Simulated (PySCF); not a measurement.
Y(OH)2 (H2O2Y), SMILES [OH][Y][OH] (connectivity only; charge and spin as stated), neutral, multiplicity 2. Atoms are numbered in the order given.

```xyz
5

Y      0.0000     0.0000     0.3477
O      0.0000     1.7171    -0.6744
H      0.0000     2.3577    -1.3839
O      0.0000    -1.7171    -0.6744
H      0.0000    -2.3577    -1.3839
```
Charge 0, spin multiplicity 2.

Geometry: r2SCAN-D4/def2-TZVP. The def2 effective core potentials stand for the cores of Y; spin–orbit coupling is left out. Other conformers were not sampled.

Level of theory: TDA-B3LYP/def2-SVPD run with PySCF.

Vertical excitations. Isolated molecule, no solvent.

Computed excitation energies, oscillator strengths and character:
```json
[
 {"state": "root 1", "energy (eV)": "1.49", "λ (nm)": "832", "f": "0.064", "main pairs": "α HOMO→LUMO 93 %"},
 {"state": "root 2", "energy (eV)": "1.51", "λ (nm)": "823", "f": "0.058", "main pairs": "α HOMO→LUMO+1 98 %"},
 {"state": "root 3", "energy (eV)": "2.60", "λ (nm)": "477", "f": "0.103", "main pairs": "α HOMO→LUMO+2 94 %"},
 {"state": "root 4", "energy (eV)": "2.75", "λ (nm)": "451", "f": "0.000", "main pairs": "α HOMO→LUMO+5 100 %"},
 {"state": "root 5", "energy (eV)": "3.12", "λ (nm)": "397", "f": "0.299", "main pairs": "α HOMO→LUMO+4 93 %"},
 {"state": "root 6", "energy (eV)": "3.32", "λ (nm)": "373", "f": "0.037", "main pairs": "α HOMO→LUMO+3 99 %"},
 {"state": "root 7", "energy (eV)": "3.64", "λ (nm)": "341", "f": "0.141", "main pairs": "α HOMO→LUMO+7 96 %"},
 {"state": "root 8", "energy (eV)": "3.73", "λ (nm)": "333", "f": "0.049", "main pairs": "α HOMO→LUMO+6 93 %"},
 {"state": "root 9", "energy (eV)": "5.04", "λ (nm)": "246", "f": "0.005", "main pairs": "α HOMO→LUMO+8 95 %"},
 {"state": "root 10", "energy (eV)": "5.27", "λ (nm)": "235", "f": "0.022", "main pairs": "β HOMO→LUMO 97 %"}
]
```
Unrestricted roots are not spin-pure.
